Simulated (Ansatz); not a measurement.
Relaxation of CH5BBrClO (10 atoms, charge 0, multiplicity 1), to a largest force component of 0.03 eV/Å in at most 50 steps.

Computed with Ansatz, RKS PBE/def2-mTZVP.

```xyz
10
Properties=species:S:1:pos:R:3
B 0.126 0.540 -0.436
O -0.096 -0.209 2.050
H -1.049 -0.066 2.212
Cl 1.561 -0.410 -0.799
C -1.310 0.085 -0.850
H -1.458 -0.995 -0.719
H -2.110 0.618 -0.318
H -1.441 0.290 -1.927
Br 0.428 2.444 0.163
H 0.296 0.675 2.267
```

Task: Where does it end, and by what steps?

Result: The run converged. After 21 steps the energy has fallen by 0.315 eV; H3 moved furthest, 1.18 Å. Joined: B1–O2 (2.61 → 1.70 Å).

```json
{"step": "0", "energy less start (eV)": "0.0000", "largest force component (eV/Å)": "0.591", "accepted": "yes"}
{"step": "1", "energy less start (eV)": "0.1058", "largest force component (eV/Å)": "2.082", "accepted": "no"}
{"step": "2", "energy less start (eV)": "-0.0307", "largest force component (eV/Å)": "0.455", "accepted": "yes"}
{"step": "3", "energy less start (eV)": "-0.0512", "largest force component (eV/Å)": "0.468", "accepted": "yes"}
{"step": "4", "energy less start (eV)": "-0.0978", "largest force component (eV/Å)": "0.502", "accepted": "yes"}
{"step": "5", "energy less start (eV)": "-0.1665", "largest force component (eV/Å)": "0.673", "accepted": "yes"}
{"step": "6", "energy less start (eV)": "-0.1262", "largest force component (eV/Å)": "1.563", "accepted": "no"}
{"step": "7", "energy less start (eV)": "-0.2299", "largest force component (eV/Å)": "0.323", "accepted": "yes"}
{"step": "8", "energy less start (eV)": "-0.2444", "largest force component (eV/Å)": "0.242", "accepted": "yes"}
{"step": "9", "energy less start (eV)": "-0.2532", "largest force component (eV/Å)": "0.170", "accepted": "yes"}
{"step": "10", "energy less start (eV)": "-0.2619", "largest force component (eV/Å)": "0.048", "accepted": "yes"}
{"step": "11", "energy less start (eV)": "-0.1926", "largest force component (eV/Å)": "1.518", "accepted": "no"}
{"step": "12", "energy less start (eV)": "-0.2710", "largest force component (eV/Å)": "0.043", "accepted": "yes"}
{"step": "13", "energy less start (eV)": "-0.2776", "largest force component (eV/Å)": "0.282", "accepted": "yes"}
{"step": "14", "energy less start (eV)": "-0.2783", "largest force component (eV/Å)": "0.691", "accepted": "yes"}
{"step": "15", "energy less start (eV)": "-0.2928", "largest force component (eV/Å)": "0.289", "accepted": "yes"}
{"step": "16", "energy less start (eV)": "-0.3090", "largest force component (eV/Å)": "0.190", "accepted": "yes"}
{"step": "17", "energy less start (eV)": "-0.3062", "largest force component (eV/Å)": "0.591", "accepted": "no"}
{"step": "18", "energy less start (eV)": "-0.3129", "largest force component (eV/Å)": "0.075", "accepted": "yes"}
{"step": "19", "energy less start (eV)": "-0.3139", "largest force component (eV/Å)": "0.047", "accepted": "yes"}
{"step": "20", "energy less start (eV)": "-0.3140", "largest force component (eV/Å)": "0.079", "accepted": "yes"}
{"step": "21", "energy less start (eV)": "-0.3149", "largest force component (eV/Å)": "0.019", "accepted": "yes"}
```

```xyz
10
Properties=species:S:1:pos:R:3
B -0.104 0.509 0.019
O -0.338 0.045 1.636
H -0.391 0.907 2.117
Cl 1.532 -0.275 -0.351
C -1.338 -0.002 -0.814
H -1.414 -1.101 -0.794
H -2.290 0.414 -0.450
H -1.236 0.297 -1.868
Br 0.008 2.539 0.245
H 0.520 -0.359 1.905
```

The run took 34 s on 4 threads of Arm Neoverse V2, with other jobs on the host, peak memory 0.2 GiB.
